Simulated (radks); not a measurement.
Task: Spherical quantum dot in the effective-mass picture: electrons in a parabolic well V = omega^2 r^2 / 2 with omega = 0.075, with a point charge +2 (a donor) at the centre, all in effective atomic units (hartree* = m*/eps^2 hartree, bohr* = eps/m* bohr), one dielectric constant everywhere. Calculated with a radial shooting solver with Libxc functionals: non-relativistic Kohn-Sham, LDA (Slater exchange, Perdew-Wang correlation), spin-polarised, spherical densities. Levels are named by radial order and angular momentum (1s, 1p, 1d, 2s, ...), and open shells are averaged over m. Results are scaled to m* = 0.077 and eps = 16.3, for which hartree* = 7.886 meV and bohr* = 11.2 nm. At N = 20 the configuration is 1s2 1p6 1d10 2s2. Does electron 21 go into 2p up or 1f up?

Result: Into 1f up. The total energies of the other choices lie higher by 0.120 meV (2p up).
